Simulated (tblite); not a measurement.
Compound: C₃H₆F₂GeO.
Numbering: `[OH:1][CH2:2]/[CH:3]=[C:4](/[F:5])[GeH2:6][F:7]` (hydrogens: H8 on O1; H9, H10 on C2; H11 on C3; H12, H13 on Ge6)

Computed with GFN2-xTB (tblite), gas phase: L-BFGS steps from a force-field or distance-geometry start until the largest atomic force falls under 0.01 eV/Å.

Geometry at step 6:
```
atom  x, y, z in Å
O1     -0.6626   -1.2973    0.0706
C2     -1.4490   -0.2348    0.5543
C3     -0.6896    1.0586    0.5381
C4      0.5452    1.1527    0.0706
F5      1.1554    2.3682   -0.0005
Ge6     1.6025   -0.2977   -0.7326
F7      1.9953   -1.3767    0.5797
H8     -1.0939   -1.8136   -0.6186
H9     -1.6959   -0.4696    1.6015
H10    -2.3669   -0.1134   -0.0445
H11    -1.2276    1.9155    0.9237
H12     2.9709    0.1537   -1.1271
H13     0.9116   -1.0451   -1.8329
```

Problem. Give the atomic forces at this geometry.

Solution. 
| atom | Fx (eV/Å) | Fy (eV/Å) | Fz (eV/Å) |
| --- | --- | --- | --- |
| O1 | 0.161 | -0.046 | -0.209 |
| C2 | 0.005 | 0.005 | 0.073 |
| C3 | 0.035 | 0.159 | -0.135 |
| C4 | -0.166 | 0.003 | -0.240 |
| F5 | -0.105 | -0.201 | 0.162 |
| Ge6 | -0.125 | -0.006 | 0.223 |
| F7 | 0.096 | -0.075 | -0.123 |
| H8 | -0.146 | 0.139 | 0.185 |
| H9 | -0.240 | 0.070 | -0.094 |
| H10 | 0.105 | -0.031 | 0.258 |
| H11 | 0.061 | -0.016 | 0.025 |
| H12 | 0.172 | 0.147 | -0.014 |
| H13 | 0.146 | -0.148 | -0.111 |

The largest, 0.29 eV/Å, acts on C4; the rms over all components is 0.136 eV/Å. The forces sum to zero within rounding, as they must for an isolated molecule in no field.

Problem. Give the force on C4 in Eh/bohr and in nN.

Solution. 0.292 eV/Å ÷ 51.422 = 0.00568 Eh/bohr, and 0.292 eV/Å × 1.602 = 0.47 nN.

Problem. How far is this geometry from the end of the optimisation?

Solution. 0.207 eV above it, and 0.273 Å rms away after alignment. The bonds farthest from their final lengths, with half the difference of the two atoms' forces along the bond (positive lengthens):

```tsv
bond	now (Å)	final (Å)	force along bond (eV/Å)
Ge6–F7	1.744	1.761	-0.08
Ge6–H12	1.494	1.511	+0.19
C2–C3	1.500	1.495	+0.08
C4–F5	1.362	1.357	-0.09
C2–H9	1.101	1.097	-0.06
O1–C2	1.408	1.411	+0.11
```

The angle farthest from its final value is C4–Ge6–H13, 114.8° against 121.6°.

Of the 2 listed bonds off by 0.010 Å or more, this force points towards the final length in 1.

The cost below is that of the whole relaxation. On one thread of an Arm Neoverse V1, shared host with 32 logical CPUs at a one-minute load of 31, this took 0.45 s.
